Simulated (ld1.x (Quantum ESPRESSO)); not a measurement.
Cl: one change to a TM potential, before and after

* Element: chlorine
* Generator: ld1.x (Quantum ESPRESSO) 7.5
* Type: norm-conserving Troullier–Martins (Kleinman–Bylander form)
* Functional: PBE
* Relativity: scalar-relativistic
* Frozen core: [Ne]
* Valence charge: 7
* Reference configuration: 3s2 3p3.5 (charge +1.5)
* Partial waves: 3s (bound): rc 1.20 bohr; 3d channel at 0.45 Ry: rc 1.45 bohr; 3p (bound): rc 1.45 bohr
* Local potential: the p channel
* Core correction: Bessel-smoothed model core inside 0.80 bohr

Change: all radii but the core radius scaled by about 1.22 (s 1.46, p 1.78, d 1.78 bohr).

Cutoffs: the cutoffs (Ry, on a coarse ladder) from which the occupation-weighted sum of valence levels, in a spherical-Bessel basis at the reference potential, stays within 10 and 1 mRy of its value at 400 Ry; they do not see the model core or the augmentation charge, which bear on the density cutoff. Errors are all-electron minus pseudo energies relative to the spin-unpolarised reference configuration.

Problem. What does the change do?

Solution. The potential gets neither clearly harder nor softer (50 Ry and 80 Ry → 50 Ry and 70 Ry); of the 7 tests that both files solve, the error grows in 1 and shrinks in 0 by more than 15 % and 0.3 meV (median size 10.3 → 11.1 meV); neither file shows a bound ghost.

| quantity | base | changed |
| --- | --- | --- |
| cutoff, loose | 50 Ry | 50 Ry |
| cutoff, tight | 80 Ry | 70 Ry |
| bound ghosts | none | none |
| error for 3s2 3p5, meV [ΔE -25.07 eV] | +13 | +15 |
| error for 3s2 3p4, meV [ΔE -11.19 eV] | +2.9 | +3.1 |
| error for 3s2 3p3, meV [ΔE 14.26 eV] | +1.7 | +1.8 |
| error for 3s2 3p4.5, meV [ΔE -19.48 eV] | +8.0 | +8.7 |
| error for 3s2 3p2, meV [ΔE 52.56 eV] | +31 | +30 |
| error for 3s1 3p6, meV [ΔE -12.91 eV] | +10 | +11 |
| error for 3s2 3p1, meV [ΔE 104.81 eV] | +117 | +109 |
